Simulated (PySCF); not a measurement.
Telling isomers of C4H8OSi apart by NMR

[PySCF 2.14.0 with density-fitted response routines: geometry from GFN2-xTB; σ from GIAO-PBE0/pcSseg-1; relativity neglected; gas phase; equivalent nuclei averaged; single conformer]

Chemical shifts δ = σref − σ; $^{1}$H (31.72 ppm), $^{13}$C (186.93 ppm) vs TMS, all at this level. Where no couplings were computed, multiplicities follow the n + 1 count of equivalent neighbours, and m marks all less simple cases (inequivalent or close neighbours, rings, F or P nearby). Shifts are as computed. Against solution values, carbons near 30 ppm lie about +3 ppm off and those near 130 ppm about +5 ppm. Of 1211 compounds with measured shifts, 218 miss one by over three times the rms of a fit or turn the order of signals round; such compounds aren't used in these exercises.

(1) Tabulate the signals of `CC#C[SiH2]OC`, `[SiH3]OC=C1CC1`, `CC(=O)[SiH]1CC1` and their relative energies.

(2) What is the quickest way to tell [SiH3]OC=C1CC1 from CC(=O)[SiH]1CC1?

(3) What is the quickest way to tell CC#C[SiH2]OC from CC(=O)[SiH]1CC1?

(4) What is the quickest way to tell CC#C[SiH2]OC from [SiH3]OC=C1CC1?

## Answers

(1) 
| SMILES | carbon types | δC | δH | E rel. (kcal/mol) |
| --- | --- | --- | --- | --- |
| CC#C[SiH2]OC | 2×C 2×CH3 | 113.0, 84.4, 53.0, 5.9 | 4.92 (s, 2H), 3.80 (s, 3H), 2.09 (s, 3H) | 0.0 |
| [SiH3]OC=C1CC1 | 1×C 1×CH 2×CH2 | 137.7, 108.1, 5.6, 4.9 | 6.91 (s, 1H), 5.03 (s, 3H), 1.22 (m, 2H), 1.21 (m, 2H) | 14.9 |
| CC(=O)[SiH]1CC1 | 1×C 2×CH2 1×CH3 | 243.3, 36.3, 0.9 | 3.05 (m, 1H), 2.22 (s, 3H), 1.04 (m, 2H), 0.71 (m, 2H) | 8.3 |

Energies are electronic energies at PBE0/pcSseg-1 on these geometries, without zero-point or thermal terms, each for the one conformer computed, which needn't be the lowest.

(2) Count the carbon signals: 4 against 3. The first has an alkene carbon bearing oxygen (CH) at 137.7 ppm, the second a carbonyl carbon (C) at 243.3 ppm. In the proton spectra the most deshielded non-exchanging signals are 6.91 (s, 1H) and 3.05 (m, 1H).

(3) Count the carbon signals: 4 against 3. The first has an alkyne carbon (C) at 113.0 ppm, the second a carbonyl carbon (C) at 243.3 ppm. In the proton spectra the most deshielded non-exchanging signals are 4.92 (s, 2H) and 3.05 (m, 1H).

(4) Both give the same number of carbon signals, but DEPT or the intensities differ. The first has a methyl carbon bonded to O (CH3) at 53.0 ppm, the second an alkene carbon bearing oxygen (CH) at 137.7 ppm. Their most deshielded carbons lie at 113.0 and 137.7 ppm. In the proton spectra the most deshielded non-exchanging signals are 4.92 (s, 2H) and 6.91 (s, 1H).
